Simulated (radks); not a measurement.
Be3+, 1 electrons, occupied as 1s1. All-electron calculation, non-relativistic Kohn-Sham, Slater X-alpha with alpha = 0.692, spin-polarised, spherical densities, point nucleus; open shells are filled with parallel spins first. Program: a radial shooting solver on a logarithmic mesh with Libxc functionals.

Normalised radial functions P(r) = r R(r), r in bohr:

r,1s up
0.01465,0.2197
0.01706,0.2533
0.01986,0.2916
0.02312,0.3350
0.02691,0.3841
0.03133,0.4393
0.03648,0.5010
0.04246,0.5695
0.04943,0.6447
0.05755,0.7265
0.06646,0.8095
0.07737,0.9021
0.09007,0.9980
0.1049,1.0950
0.1221,1.1897
0.1421,1.2782
0.1654,1.3554
0.1926,1.4156
0.2242,1.4526
0.261,1.4604
0.3039,1.4337
0.3538,1.3692
0.4118,1.2665
0.4794,1.1287
0.5582,0.9635
0.6498,0.7823
0.7564,0.5992
0.8806,0.4291
1.025,0.2841
1.193,0.1718
1.389,0.0935

1s up: eigenvalue -190.34 eV, 0 radial nodes, <r> = 0.380 bohr, 90 % of the charge inside 0.676 bohr.
